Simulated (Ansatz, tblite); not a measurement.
Isomers of Cd7Se6Br2 (singlet), found by a short tight-binding search and relaxed with PBE-D4/def2-SVP in Ansatz.

In the def2 sets Cd takes a core potential; there is no spin–orbit coupling. The xTB rows come from tblite. Correlated methods freeze 72 core orbitals; core or outer-core shells of Cd, Se, Br are correlated, in sets that lack core-valence functions. Single mean-field runs in def2-SVP, def2-TZVP are fitted with def2-universal-jkfit.

Other spin states weren't relaxed.

A:

```xyz
15

Cd   -0.347   -3.226   -0.960
Cd   -1.084   -1.024    1.597
Cd    3.685    0.688    1.522
Cd    2.160   -1.452    1.025
Cd   -2.153   -0.687   -2.057
Cd    0.095    2.692    1.230
Cd   -2.094    2.047   -0.135
Se    0.346   -3.316    1.483
Se    0.853    0.067   -0.911
Se   -3.229   -0.365    0.378
Se    2.749    3.147    0.828
Se   -1.219   -2.760   -3.209
Se    2.495    1.796   -1.206
Br    0.341    0.535    3.232
Br   -2.597    1.858   -2.817
```

B:

```xyz
15

Cd    0.6026    0.7018    2.1197
Cd    1.8546   -2.1753    1.9019
Cd    0.2863   -5.0000    0.3728
Cd   -0.3287   -2.1694   -1.7729
Cd   -0.5244    1.3812   -1.8995
Cd   -1.9040   -0.8141   -0.0668
Cd   -1.5045    3.0709    0.8919
Se    2.2155   -0.5621   -1.3546
Se    1.6483    1.6478   -0.1821
Se   -0.0492    3.0546    3.1934
Se    0.9863   -0.1253   -3.3958
Se   -2.8502    1.8165   -0.8277
Se    0.8510    4.1692    1.1826
Br    0.4687   -4.3727   -2.7941
Br   -1.7524   -0.6232    2.6309
```

C:

```xyz
15

Cd    0.127   -1.594    0.391
Cd    0.863    0.450   -2.404
Cd   -2.143    0.785   -0.696
Cd    0.000   -1.538    4.032
Cd   -2.045   -2.203   -2.252
Cd    0.620    2.726    0.121
Cd    0.701    2.003    2.675
Se    1.991   -0.590    1.860
Se   -2.562   -1.422    0.393
Se    0.578   -2.115   -2.204
Se    2.870    1.775   -1.302
Se    3.652    0.060    0.161
Se   -0.959    2.470   -2.114
Br   -3.959   -2.478   -3.800
Br    0.265    1.672    5.138
```

D:

Cartesian coordinates in Å:
```
Cd -0.961 1.665 1.733
Cd 0.702 2.468 -1.112
Cd -0.171 -2.256 -1.530
Cd 1.099 -0.694 1.292
Cd -1.607 -1.642 2.968
Cd -2.642 1.203 -2.295
Cd -0.052 -0.282 -3.394
Se -1.519 -0.908 0.383
Se 0.179 0.264 3.600
Se 2.750 1.105 -0.076
Se -1.321 3.482 0.034
Se 2.331 -2.541 -0.352
Se 2.978 -0.661 -1.682
Br 1.081 2.204 -3.753
Br -2.846 -3.404 4.184
```

Question: Estimate their order by electronic energy at PBE0-D4/def2-TZVP, counted from the lowest.

Answer: A (0.0) < C (24.1) < D (40.0) < B (217.3), in kJ/mol.

Question: Do the other levels pick the same lowest one?

Answer: Not GFN1-xTB. Energies above each level's lowest (kJ/mol):

| level | A | B | C | D |
| --- | --- | --- | --- | --- |
| GFN1-xTB | 61.0 | 56.1 | 63.6 | 0.0 |
| GFN2-xTB | 0.0 | 279.6 | 163.8 | 79.0 |
| HF/def2-SVP | 0.0 | 290.5 | 23.7 | 37.5 |
| PBE-D4/def2-SVP | 0.0 | 182.0 | 22.0 | 37.5 |
| PBE-D4/def2-TZVP | 0.0 | 174.0 | 13.4 | 32.8 |
| BLYP-D4/def2-SVP | 0.0 | 147.8 | 7.1 | 22.6 |
| r2SCAN-D4/def2-SVP | 0.0 | 239.1 | 41.5 | 58.4 |
| PBE0-D4/def2-SVP | 0.0 | 225.0 | 32.7 | 43.9 |
| PBE0-D4/def2-TZVP | 0.0 | 217.3 | 24.1 | 40.0 |
| RPA@PBE/def2-SVP | 0.0 | 231.3 | 35.4 | 48.7 |
| MP2/def2-SVP | 0.0 | 269.3 | 41.6 | 60.7 |
Point groups (tolerance 0.1 Å): A not assigned, B not assigned, C not assigned, D not assigned. Lower isomers may exist. From def2-SVP to def2-TZVP the PBE0 values move by up to 8.6 kJ/mol, so results in the small set are rough.
